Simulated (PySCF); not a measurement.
Zn(SH)(SMe) (CH4S2Zn), SMILES C[S][Zn][SH].

Coordinates come from a PBE0-D3(BJ)/def2-SVP optimisation. The structure was generated by enumeration; whether it is a known compound was not checked. The values are those of a single conformer.

Two levels are set side by side: TDDFT-PBE/def2-SVPD (PySCF) and TDDFT-PBE0/def2-SVPD (PySCF). Vertical, same geometry. The lowest singlet is HOMO→LUMO 99 % with PBE and HOMO→LUMO 96 % with the other functional; states are paired by order. Differences are taken from unrounded values.

| quantity | TDDFT-PBE0 | TDDFT-PBE | TDDFT-PBE minus TDDFT-PBE0 |
|---|---|---|---|
| lowest singlet excitation (eV) | 4.57 | 4.04 | -0.53 |
| lowest triplet excitation (TDA) (eV) | 4.26 | 3.75 | -0.50 |
| first bright state (f over 0.05) (eV) | 6.32 | 5.81 | -0.51 |
| its oscillator strength | 0.07 | 0.29 | 0.22 |

Functionals without exact exchange tend to place singlet excitations lower, as here. Differences between two approximate levels are no errors against the true value.

Rough cost on one machine, each run with all the roots and properties that it gave: TDDFT-PBE0 against TDDFT-PBE about 3 times.
